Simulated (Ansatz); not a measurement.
C2H8BClSi can be A, `CBC([SiH3])Cl`, or B, `BCC[SiH2]Cl`.

Gas-phase electronic energies from Ansatz, PBE0-D4/def2-TZVP geometries. CCSD(T)/CBS is the MP2 limit (def2-TZVPP, def2-QZVPP) plus CCSD(T) − MP2 in def2-TZVPP, frozen cores. Functionals use def2-TZVPP. B3LYP here is the variant with VWN-RPA as its local correlation; programs differ in this. One conformer a species, not always the lowest.

Question: Which isomer does CCSD(T)/CBS put lower? Give the gap. (Estimate.)

Answer: The calculation gave: B, by 95.0 kJ/mol.

Question: Give E(B) − E(A) in kJ/mol with B2PLYP, B3LYP, CCSD/def2-TZVPP, CCSD(T)/def2-TZVPP, r2SCAN-D4, ωB97M-V, PBE0-D4. (Estimate.)

Answer: Computed: B2PLYP -94.3, B3LYP -92.2, CCSD/def2-TZVPP -96.4, CCSD(T)/def2-TZVPP -92.8, r2SCAN-D4 -89.8, ωB97M-V -93.8, PBE0-D4 -90.1. None reverses the order clearly.

Largest T1 diagnostic: 0.011.

From PBE to PBE0 (25 % exact exchange), in def2-TZVPP and without D4, E(B) − E(A) moves by −7.8 kJ/mol. In def2-TZVPP, CCSD(T) changes the Hartree–Fock value by +17.6 kJ/mol (the triples alone add +3.7 kJ/mol) and MP2 by +13.2 kJ/mol.
